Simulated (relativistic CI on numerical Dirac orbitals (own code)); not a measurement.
## Ligand-field terms of d7

Computed with a parametric ligand-field model of a d^n configuration (Racah B and C, spin-orbit zeta, crystal field), exact diagonalisation.

Field parameters in Wybourne normalisation: Oh B⁴₀ = 21Dq, B⁴₄ = √(5/14) B⁴₀. The field is a parameter set, without covalency.

Lowest levels for B = 930, C = 4520, ζ = 480 cm⁻¹, Oh, 10Dq = 15450 cm⁻¹?

Γ6 0 (S 1.50), Γ8 308 (S 1.50), Γ8 786 (S 1.49), Γ7 877 (S 1.50), Γ8 5940 (S 0.52), Γ6 14324 (S 1.50), Γ8 14347 (S 1.50), Γ8 14434 (S 1.49), Γ7 14631 (S 1.49) cm⁻¹, with S from ⟨S²⟩ = S(S + 1). The ground level has 2.05 electrons in the cubic e pair.

Lowest levels for B = 1030, C = 5040, ζ = 110 cm⁻¹, Oh, 10Dq = 31350 cm⁻¹?

Γ8 0 (S 0.50), Γ6 7790 (S 1.50), Γ8 7859 (S 1.50), Γ7 7975 (S 1.50), Γ8 7977 (S 1.50), Γ8 27886 (S 0.50), Γ6 27957 (S 0.50), Γ8 29025 (S 0.50), Γ7 29079 (S 0.50) cm⁻¹, with S from ⟨S²⟩ = S(S + 1). The ground level has 1.04 electrons in the cubic e pair.

Lowest levels for B = 990, C = 4650, ζ = 150 cm⁻¹, Oh, 10Dq = 29700 cm⁻¹?

Γ8 0 (S 0.50), Γ6 7714 (S 1.50), Γ8 7808 (S 1.50), Γ7 7967 (S 1.50), Γ8 7970 (S 1.50), Γ8 26489 (S 0.50), Γ6 26587 (S 0.50), Γ8 27532 (S 0.50), Γ7 27604 (S 0.50) cm⁻¹, with S from ⟨S²⟩ = S(S + 1). The ground level has 1.04 electrons in the cubic e pair.

Lowest levels for B = 890, C = 4150, ζ = 110 cm⁻¹, Oh, 10Dq = 29050 cm⁻¹?

Γ8 0 (S 0.50), Γ6 9387 (S 1.50), Γ8 9456 (S 1.50), Γ7 9570 (S 1.50), Γ8 9572 (S 1.50), Γ8 26116 (S 0.50), Γ6 26187 (S 0.50), Γ8 27070 (S 0.50), Γ7 27121 (S 0.50) cm⁻¹, with S from ⟨S²⟩ = S(S + 1). The ground level has 1.03 electrons in the cubic e pair.

Lowest levels for B = 520, C = 2320, ζ = 720 cm⁻¹, Oh, 10Dq = 5500 cm⁻¹?

Γ6 0 (S 1.50), Γ8 424 (S 1.49), Γ8 1096 (S 1.48), Γ7 1400 (S 1.50), Γ6 5569 (S 1.49), Γ8 5574 (S 1.45), Γ8 5712 (S 1.49), Γ7 6018 (S 1.49), Γ8 6266 (S 0.58) cm⁻¹, with S from ⟨S²⟩ = S(S + 1). The ground level has 2.10 electrons in the cubic e pair.
